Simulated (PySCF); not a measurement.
BrHSSi, neutral, multiplicity 1. Atoms are numbered in the order given.

```xyz
4

Si     1.0710    -0.6354     0.0000
Br    -0.1787     1.2716     0.0000
S     -0.5618    -2.0314     0.0000
H      0.2505    -3.1064     0.0000
```

The structure is a stationary point at B3LYP-D3(BJ)/def2-TZVP. Other conformers were not sampled.

Computed with B3LYP-D3(BJ)/def2-TZVP (PySCF).

Frequencies are harmonic and unscaled.

```tsv
mode	ν (cm⁻¹)	IR (km/mol)	moving atoms (share of kinetic energy)
1	148	0.3	S 56 %, Br 28 %, Si 14 %
2	379	84.5	Si 72 %, Br 25 %
3	396	11.1	H 95 %
4	492	69.4	Si 55 %, S 40 %
5	756	6.7	H 89 %
6	2646	0.6	H 97 %
```
